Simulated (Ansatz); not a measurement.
Reaction (SMILES): [F][Ge] (F-Ge) → F atom + Ge atom
B3LYP-D3(BJ)/def2-TZVP geometries, fixed; electronic energies without zero-point terms.
Largest species:
```
F
Ge 1 1.7699
```
Charge 0, spin multiplicity 2.

Basis-set convergence of the atomisation energy at PBE0 with Ansatz (a first-principles code). All functions are spherical. The program fits the integrals of some runs and decomposes those of others, by size. Open shells are unrestricted. No added dispersion term, no relativity. Functions are those of the species that has most. Reference: the value in aug-cc-pV5Z, 121.23 kcal/mol, itself unsure by roughly 0.08 kcal/mol (its mean distance from pcseg-4, aug-pcseg-3, aug-cc-pVQZ). Deviations are taken from unrounded values.

```tsv
basis	functions	atomisation energy (kcal/mol)
cc-pVDZ	41	114.81
aug-cc-pVDZ	59	118.52
pcseg-1	41	116.02
aug-pcseg-1	59	118.88
def2-SVP	46	118.18
def2-SVPD	61	120.13
cc-pVTZ	73	119.84
aug-cc-pVTZ	105	120.56
pcseg-2	73	120.07
aug-pcseg-2	105	120.88
def2-TZVPP	79	120.45
def2-TZVPPD	94	120.95
cc-pVQZ	123	121.29
aug-cc-pVQZ	173	121.35
pcseg-3	128	121.07
aug-pcseg-3	178	121.15
def2-QZVPP	146	121.02
def2-QZVPPD	161	121.17
cc-pV5Z	195	121.15
aug-cc-pV5Z	267	121.23
```

What the diffuse functions change, pair by pair:
- cc-pVDZ to aug-cc-pVDZ: 18 more functions, deviation -6.42 to -2.71 kcal/mol
- pcseg-1 to aug-pcseg-1: 18 more functions, deviation -5.21 to -2.35 kcal/mol
- def2-SVP to def2-SVPD: 15 more functions, deviation -3.05 to -1.10 kcal/mol
- cc-pVTZ to aug-cc-pVTZ: 32 more functions, deviation -1.39 to -0.67 kcal/mol
- pcseg-2 to aug-pcseg-2: 32 more functions, deviation -1.16 to -0.35 kcal/mol
- def2-TZVPP to def2-TZVPPD: 15 more functions, deviation -0.78 to -0.29 kcal/mol
- cc-pVQZ to aug-cc-pVQZ: 50 more functions, deviation 0.06 to 0.12 kcal/mol
- pcseg-3 to aug-pcseg-3: 50 more functions, deviation -0.17 to -0.08 kcal/mol
- def2-QZVPP to def2-QZVPPD: 15 more functions, deviation -0.21 to -0.06 kcal/mol
- cc-pV5Z to aug-cc-pV5Z: 72 more functions, deviation -0.08 to 0.00 kcal/mol

Leaving out the reference's own pair, they bring the value nearer the reference by more than 0.08 kcal/mol in 8 of 9 pairs.
